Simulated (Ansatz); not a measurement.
A geometry relaxed with PBE-D3(BJ)/def2-TZVP in Ansatz (a program for electronic structure), charge 0, multiplicity 1:

```xyz
7

C      0.6548    -1.5206     0.3463
H      1.0636    -2.4568     0.6697
C      0.2010    -0.4661    -0.0329
C     -0.3752     0.8124    -0.4347
F      0.6186     1.7112    -0.7546
F     -1.1678     0.6562    -1.5505
H     -0.9950     1.2637     0.3585
```

Q: Write the SMILES of this molecule.

A: `C#CC(F)F`
